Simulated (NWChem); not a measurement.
Species: C$_{3}$H$_{3}$NOSi; SMILES N#CC1=CO[SiH2]1

```xyz
9

N      0.1408    -3.0104     0.0000
C      0.0113    -1.8553     0.0000
C     -0.1047    -0.4553     0.0000
C     -1.2028     0.3534     0.0000
O     -0.8444     1.6552     0.0000
Si     0.8340     1.1450     0.0000
H     -2.2737     0.1154     0.0000
H      1.5389     1.5831    -1.2303
H      1.5389     1.5831     1.2303
```
Atoms are numbered in this order, from 1.

Computed with NWChem. Pople sets run with spherical d functions. All runs use the structure optimised with PBE0/def2-SVP. Atomic charges in e: unrestrained fits to the electrostatic potential beside Mulliken populations; buried atoms are poorly determined by the fit.

Task: Predict the results for Hartree-Fock/6-31G*. Quantities: ESP N1; Mulliken N1; ESP C2; Mulliken C2; ESP C3; Mulliken C3; ESP C4; Mulliken C4; ESP O5; Mulliken O5; relative RMS misfit of the potential (%).

Result: 
```json
{
 "ESP N1": "-0.53",
 "Mulliken N1": "-0.41",
 "ESP C2": "0.51",
 "Mulliken C2": "0.26",
 "ESP C3": "-0.59",
 "Mulliken C3": "-0.40",
 "ESP C4": "0.34",
 "Mulliken C4": "0.28",
 "ESP O5": "-0.52",
 "Mulliken O5": "-0.74",
 "relative RMS misfit of the potential (%)": "19"
}
```
